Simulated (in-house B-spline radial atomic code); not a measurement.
The rhenium ion Re¹⁴⁺: [He] 2s2 (2p1/2)1 (2p3/2)4 3s2 3p6 3d10 4s2 4p6 4d10 4f14 5s2 (with a hole in an inner shell)

All numbers are computed (Dirac-Hartree-Fock, average of the jj configuration; Fermi nucleus of rms radius 5.3698 fm) with a B-spline radial code for spherical atoms, not measured.

Z_r = [3n² - l(l+1)]/(2<r>); Z_e = n√(-2ε); the last column is Slater's effective charge. Values are occupation-weighted means over j. An effective charge above Z reflects the relativistic contraction of the inner shells.

| shell | electrons | ε (eV) | <r> (bohr) | Z_r | Z_e | Slater |
| --- | --- | --- | --- | --- | --- | --- |
| 1s | 2 | -72807 | 0.01802 | 83.23 | 73.15 | 74.70 |
| 2s | 2 | -13119 | 0.07519 | 79.79 | 62.11 | 71.20 |
| 2p | 5 | -11433 | 0.06856 | 72.93 | 57.98 | 71.20 |
| 3s | 2 | -3334.6 | 0.1947 | 69.35 | 46.97 | 64.60 |
| 3p | 6 | -2869.7 | 0.1943 | 64.32 | 43.57 | 64.60 |
| 3d | 10 | -2308.6 | 0.1764 | 59.51 | 39.08 | 54.85 |
| 4s | 2 | -946.41 | 0.4348 | 55.20 | 33.36 | 48.25 |
| 4p | 6 | -787.53 | 0.4592 | 50.09 | 30.43 | 48.25 |
| 4d | 10 | -576.42 | 0.4851 | 43.29 | 26.04 | 36.85 |
| 5s | 2 | -340.32 | 0.937 | 40.02 | 25.01 | 20.45 |
| 4f | 14 | -337.84 | 0.5227 | 34.44 | 19.93 | 25.45 |

The least bound orbital is 4f7/2 at -336.5 eV, while the most diffuse is 5s1/2 (<r> = 0.937 bohr against 0.5253 bohr): energy order and size order differ. The part-filled 2p shell lies below the filled 4f shell in orbital energy.

For the 1s electron the small component carries 8.03 % of the norm, the zero-frequency Breit interaction raises the level by 240 eV, self-energy by 159.8 eV, and vacuum polarisation lowers it by 30.69 eV.
